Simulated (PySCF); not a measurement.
Removing an electron from `[SiH3]NB1CCCCC1`

C5H14BNSi.
Atom-mapped SMILES: `[SiH3:1][NH:2][B:3]1[CH2:4][CH2:5][CH2:6][CH2:7][CH2:8]1` (hydrogens: H9, H10, H11 on Si1; H12 on N2; H13, H14 on C4; H15, H16 on C5; H17, H18 on C6; H19, H20 on C7; H21, H22 on C8)

Cartesian coordinates in Å at the PBE0-D3(BJ)/def2-SVP level; atoms count from 1:
```
atom  x, y, z in Å
Si1    3.5232   -0.1679    0.9993
N2     2.1803   -0.9717    0.2097
B3     0.7816   -0.7344    0.2398
C4    -0.1988   -1.7033   -0.5448
C5    -1.3951   -0.9696   -1.1587
C6    -2.0661   -0.0318   -0.1604
C7    -1.1094    1.0327    0.3660
C8     0.1115    0.4335    1.0749
H9     4.2654   -1.1298    1.8713
H10    4.4911    0.3542   -0.0145
H11    3.0183    0.9592    1.8286
H12    2.4533   -1.7701   -0.3602
H13   -0.5773   -2.4224    0.2100
H14    0.3229   -2.3158   -1.3005
H15   -1.0540   -0.3742   -2.0254
H16   -2.1327   -1.6858   -1.5581
H17   -2.9410    0.4494   -0.6280
H18   -2.4582   -0.6226    0.6887
H19   -1.6481    1.7210    1.0390
H20   -0.7696    1.6508   -0.4850
H21   -0.2256   -0.0328    2.0230
H22    0.8156    1.2254    1.3729
```

Level: B3LYP/def2-SVPD (PySCF). Frontier orbitals with their largest atomic shares (Löwdin; up to four atoms above 4 %):

```tsv
orbital	ε (eV)	main atoms
HOMO−3	-8.76	C6 22 %, C7 13 %, H18 13 %, C5 12 %
HOMO−2	-8.29	C8 14 %, C7 13 %, C4 12 %, C5 12 %
HOMO−1	-7.77	N2 49 %, Si1 12 %, B3 9 %, H10 7 %
HOMO	-7.40	?
LUMO	-0.11	B3 27 %, Si1 17 %, H12 8 %, N2 7 %
LUMO+1	0.22	B3 20 %, N2 12 %, Si1 11 %, C8 7 %
LUMO+2	0.60	Si1 45 %, H9 14 %, H11 13 %, H10 11 %
```

**Question.** What vertical ionisation energy does ΔSCF give, and how far is −ε(HOMO) from it?

**Answer.** ΔSCF: 9.35 eV (902 kJ/mol; threshold wavelength 133 nm); ⟨S²⟩ of the doublet left behind is 0.752, against 0.75 for a pure doublet. −ε(HOMO) is 7.40 eV, 1.95 eV below it. In exact Kohn–Sham theory the two would be equal; B3LYP (global hybrid, 20 % exact exchange) falls short of its own ΔSCF value by 21 %.

**Question.** On which atoms does the HOMO lie?

**Answer.** B3 (three-coordinate boron) 19 %, C4 (sp3 carbon bound to boron) 18 %, C8 (sp3 carbon bound to boron) 16 %, C5 (ring CH2 carbon) 8 %, so no atom holds as much as 40 %. The HOMO−1 lies 0.37 eV lower.

**Question.** How many of the 10 lowest singlet excitations (vertical TDDFT, same level) lie below the ionisation energy?

**Answer.** All 10; they run from 6.30 to 7.66 eV.

**Question.** What total energies stand behind the ΔSCF value?

**Answer.** E(N) = -567.88887 Eh and E(N − 1) = -567.54527 Eh at the same geometry, 0.34360 Eh apart.

**Question.** Shift the occupied levels rigidly so that −ε(HOMO) equals the ΔSCF value. What binding energies result?

**Answer.** The shift is +1.95 eV: HOMO 9.35, HOMO−1 9.72, HOMO−2 10.24, HOMO−3 10.71 eV. A rigid shift is only a rough guide to the deeper ionisations.

**Question.** With α = 107.6 au, estimate the like-pair dispersion coefficient by London's formula C6 = (3/4)α²I.

**Answer.** I = 0.3436 Eh, so C6 ≈ 2990 au, a rough estimate.

One conformer (not necessarily the lowest) at the PBE0-D3(BJ)/def2-SVP geometry, without solvent, vibrations or thermal averaging.

These values come from a run that also computed excited states and ΔSCF ions. The run took 18 min on an AMD EPYC with one thread, no GPU, on a shared host, and the process peaked at 1.1 GiB of memory.
